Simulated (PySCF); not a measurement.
Molecule (SMILES): FSF.
Geometry (B3LYP-D3(BJ)/def2-TZVP, fixed):
```
S
F 1 1.6052
F 1 1.6052 2 98.75
```

Basis-set convergence of the lowest singlet excitation energy at CAM-B3LYP with PySCF. Tamm-Dancoff approximation; the state is taken by its order, and sets in which it differs in degeneracy or brightness are left out, yet its character can still change. All functions are spherical. Density fitting with generated auxiliary sets. No added dispersion term, no relativity. Reference: the value in aug-pcseg-3, 3.352 eV, itself unsure by roughly 0.013 eV (its mean distance from aug-cc-pV(Q+d)Z, aug-pcseg-2, aug-cc-pV(T+d)Z). Deviations are taken from unrounded values. Cost is core time over that of pcseg-1, rough, on shared machines of one kind; a dash marks a row that isn't timed (too short, read off another run, short of memory, by another algorithm or on other hardware).

| basis | functions | lowest singlet excitation energy (eV) | minus reference (eV) | cost |
|---|---|---|---|---|
| pcseg-0 | 31 | 4.009 | 0.656 | - |
| pcseg-1 | 46 | 3.559 | 0.207 | 1× |
| aug-pcseg-1 | 73 | 3.441 | 0.089 | 2× |
| pcseg-2 | 94 | 3.435 | 0.082 | 4× |
| aug-pcseg-2 | 142 | 3.377 | 0.025 | 10× |
| pcseg-3 | 184 | 3.376 | 0.024 | 30× |
| aug-pcseg-3 | 259 | 3.352 | 0.000 | 60× |

The smallest set listed that lies within 0.05 eV of the reference with all its larger relatives (same family, alike in diffuse functions; a set with none counts only in the reference's own line) is aug-pcseg-2 (142 functions, 10× in cost, 0.025 eV off). Inside, with no larger relative to test it: pcseg-3.
